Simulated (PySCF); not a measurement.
## Polarisability and C₆ of Zn²⁺ (zinc, charge +2)

[Ar] 3d10, closed-shell 1S. Computed with PySCF 2.14 in aug-cc-pwCVTZ-PP with ECP10MDF (8s8p7d4f3g, 122 functions), with scalar relativity through the core potential. Coupled (time-dependent) response in atomic units; α is the mean over directions.

```json
{"method": "HSE06", "mean α (bohr³)": "2.520", "C₆ (like pair)": "6.539", "S(−4)": "3.147"}
```

S(−4) is the Cauchy moment in α(ω) = α(0) + S(−4) ω² + …

α(iu) at HSE06:

```
u (hartree)  α(iu) (bohr³)
          0          2.520
     0.0500          2.512
      0.100          2.489
      0.200          2.404
      0.300          2.284
      0.500          2.012
      0.750          1.709
       1.00          1.475
       1.50          1.142
       2.00         0.9115
       3.00         0.6160
       5.00         0.3347
```

For an ion, C₆ is the dispersion term alone; charge-induced terms of lower order in 1/R come first.

Energies and moments cover only the electrons outside the core potential.
